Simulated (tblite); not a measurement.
C₇H₁₀OP (charge +1).
Z-matrix (Å and degrees, GFN2-xTB geometry), rows numbered from 1:
```
C 
C   1  1.5033
C   2  1.5311  1  119.33
P   3  1.7989  2   65.79  1  -110.79
C   4  1.7703  2  123.43  3    98.45
C   5  1.3776  4  133.50  2   -98.90
C   6  1.4058  5  105.36  4  -179.34
C   7  1.3687  6  106.34  5     0.24
O   8  1.3293  7  111.09  6    -0.02
H   1  1.0890  2  108.93  3   -79.50
H   1  1.0875  2  111.34  3   161.63
H   1  1.0886  2  111.50  3    39.68
H   2  1.0871  1  114.80  3   144.04
H   3  1.0832  2  116.79  4   110.45
H   3  1.0837  2  117.45  4  -109.36
H   4  1.3757  2  115.53  3   -98.09
H   6  1.0713  5  127.04  4     0.76
H   7  1.0702  6  126.66  5  -179.82
H   8  1.0731  7  131.32  6  -179.66
```

The geometry is computed with GFN2-xTB (gas phase).

Take the most abundant isotopes and a rigid rotor. The values belong to one conformer with, in the numbering `[CH3:1][C@@H:2]1[CH2:3][P@H+:4]1[c:5]1[cH:6][cH:7][cH:8][o:9]1`, C3–P4–C5–C6 -41°.

(1) What are A, B and C (MHz)?

(2) Classify the top.

(3) What does the inertial defect say?

(4) Give the other two planar moments, Paa and Pbb, and the rms extents of the mass along the axes.

(5) Give the coordinates in the principal-axis frame, origin at the centre of mass.

(6) List the rotational levels J(Ka,Kc) to J = 5 (MHz).

(7) Estimate the classical rotational partition function at 25 K, 50 K and 298.15 K.

Results:

(1) Ia = 123.23, Ib = 662.61, Ic = 728.65 u·Å²; 505379 MHz·u·Å²/I gives A = 4101, B = 762.7, C = 693.6 MHz.

(2) A near-prolate asymmetric top: κ = (2 × 762.7 − 4101 − 693.6)/(4101 − 693.6) = -0.96.

(3) Not planar: Δ = Ic − Ia − Ib = -57.19 u·Å². For a rigid frame Δ = −2 Σ m c², so Σ m c² = 28.60 u·Å² lies off the ab plane: 9.31 from hydrogen and 19.28 from heavier atoms. The atom farthest from that plane is 1.90 Å away.

(4) Paa = Σ m a² = (Ib + Ic − Ia)/2 = 634.02 and Pbb = Σ m b² = (Ia + Ic − Ib)/2 = 94.63 u·Å². With the mass M = 141.05 u, the rms extents √(P/M) along a, b and c are 2.12, 0.82, 0.45 Å.

(5) The sense of each axis is arbitrary; atoms in the order of the calculation.
```
atom  mass (u)   a (Å)   b (Å)   c (Å)
  C1    12.000  -3.447   0.818  -0.216
  C2    12.000  -2.156   0.175  -0.640
  C3    12.000  -1.881  -1.281  -0.254
  P4    30.974  -0.837  -0.084   0.591
  C5    12.000   0.885  -0.108   0.185
  C6    12.000   1.794  -1.119  -0.037
  C7    12.000   3.013  -0.473  -0.304
  C8    12.000   2.763   0.870  -0.221
  O9    15.995   1.488   1.102   0.075
 H10     1.008  -4.239   0.500  -0.892
 H11     1.008  -3.383   1.903  -0.263
 H12     1.008  -3.727   0.524   0.794
 H13     1.008  -1.793   0.482  -1.617
 H14     1.008  -2.646  -1.786   0.323
 H15     1.008  -1.409  -1.913  -0.996
 H16     1.008  -1.210   0.087   1.904
 H17     1.008   1.604  -2.174  -0.012
 H18     1.008   3.949  -0.942  -0.527
 H19     1.008   3.405   1.720  -0.357
```

(6) Above 0(0,0):
J = 1: 1(0,1) 1456, 1(1,1) 4795, 1(1,0) 4864
J = 2: 2(0,2) 4368, 2(1,2) 7638, 2(1,1) 7845, 2(2,1) 17860, 2(2,0) 17861
J = 3: 3(0,3) 8732, 3(1,3) 11903, 3(1,2) 12317, 3(2,2) 22229, 3(2,1) 22235, 3(3,1) 39094, 3(3,0) 39094
J = 4: 4(0,4) 14547, 4(1,4) 17587, 4(1,3) 18279, 4(2,3) 28054, 4(2,2) 28070, 4(3,2) 44922, 4(3,1) 44922, 4(4,1) 68530, 4(4,0) 68530
J = 5: 5(0,5) 21807, 5(1,5) 24692, 5(1,4) 25728, 5(2,4) 35333, 5(2,3) 35370, 5(3,3) 52207, 5(3,2) 52207, 5(4,2) 75814, 5(4,1) 75814, 5(5,1) 106168, 5(5,0) 106168
The levels of one J sum to (2J + 1)J(J + 1)(A + B + C)/3.

(7) Point group C1, symmetry number σ = 1; q = (√π/σ)·√((kT/h)³/(ABC)), k/h = 20836.6 MHz/K: 14300 at 25 K, 40500 at 50 K, 589000 at 298.15 K.

Its GFN2-xTB frequencies are all real (lowest 22 cm⁻¹). Zero-point vibration and centrifugal distortion are left out.

Time: 0.71 s wall. Hardware: one thread of an Arm Neoverse V1, shared host with 32 logical CPUs at a one-minute load of 16. That covers the optimisation of the geometry.
